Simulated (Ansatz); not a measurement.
Consider the substitution at a C–Ga bond: `[CH3][Ga]([Br])[Br]` + `C=C=N` → `C=C=NC` + `[Br][GaH][Br]`.

Computed with Ansatz on PBE0-D4/def2-TZVP structures; ΔE is electronic, products minus reactants. CCSD(T)/CBS is the MP2 limit (def2-TZVPP, def2-QZVPP) plus CCSD(T) − MP2 in def2-TZVPP, frozen cores. This one scheme is used for every species. Functionals use def2-TZVPP. For Br, Ga outer-core shells are correlated without core-valence functions, which leaves a few kJ/mol of doubt a bond. Scalar relativity is left out up to krypton. One conformer a species, not always the lowest.

| level | ΔE (kJ/mol) |
| --- | --- |
| BLYP-D4 | 62.3 |
| r2SCAN0-D4 | 67.0 |
| BHLYP-D4 | 63.1 |
| ωB97M-V | 66.8 |
| r2SCAN | 66.8 |
| MP2/def2-SVP | 57.6 |
| CCSD(T)/def2-SVP | 52.9 |
| SCS-MP2/def2-TZVPP | 66.4 |

Task: What does CCSD(T)/CBS give? (Estimate.)

Result: Ansatz gave: +71.2 kJ/mol. The listed levels differ from it by -8.9, -4.2, -8.1, -4.4, -4.4, -13.6, -18.3, -4.8 kJ/mol.

Largest T1 diagnostic among the species: 0.015.

Leaving LDA and LC-ωPBE aside and taking each functional with its dispersion term where it has one, the values, not all of them listed here, spread over 7.0 kJ/mol, from B97M-V to r2SCANh-D4. LDA lies −3.9 kJ/mol from PBE without D4. In def2-TZVPP, CCSD(T) changes the Hartree–Fock value by +13.4 kJ/mol (the triples alone add +0.8 kJ/mol) and MP2 by +16.6 kJ/mol. At CCSD(T), def2-SVP lies −18.3 kJ/mol from the extrapolated value and def2-TZVPP −2.6 kJ/mol.
